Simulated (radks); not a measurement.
The caesium ion Cs26+, 29 electrons, occupied as [Ar] 3d10 4s1.

All-electron calculation, scalar-relativistic Kohn-Sham, PBE, spin-unpolarised, spherical densities, point nucleus. Program: a radial shooting solver on a logarithmic mesh with Libxc functionals.

Energy parts (eV):
part                      energy
total                 -202922.45
kinetic                214231.60
electron-nucleus      -464818.76
Hartree                 52099.68
exchange-correlation    -4434.97

Orbitals (lengths in bohr, moments of r in powers of bohr; <r^-3> diverges for s and p1/2):
orbital  occ.  eigenvalue (eV)      <r^4>  <r^-3>      <r>  <1/r>
1s          2        -36668.31  2.244e-06       -  0.02610  59.41
2s          2        -6460.912  0.0003740       -   0.1119  13.67
2p          6        -5886.414  0.0002709    6616  0.09797  13.02
3s          2        -1962.528    0.01462       -   0.2943  5.005
3p          6        -1777.028    0.01496    1340   0.2910  4.764
3d         10        -1510.254    0.01202   187.0   0.2654  4.531
4s          1        -901.4975     0.2376       -   0.6076  2.367
4p          0        -832.8700     0.2677   403.0   0.6220  2.256
5s          0        -520.6796      1.900       -    1.033  1.397

The highest occupied level is 4s at -901.50 eV. Summed over all electrons, <r^2> = 2.127 bohr^2, which gives a Langevin (diamagnetic) susceptibility term of -1.68 x 10^-6 cm^3/mol.
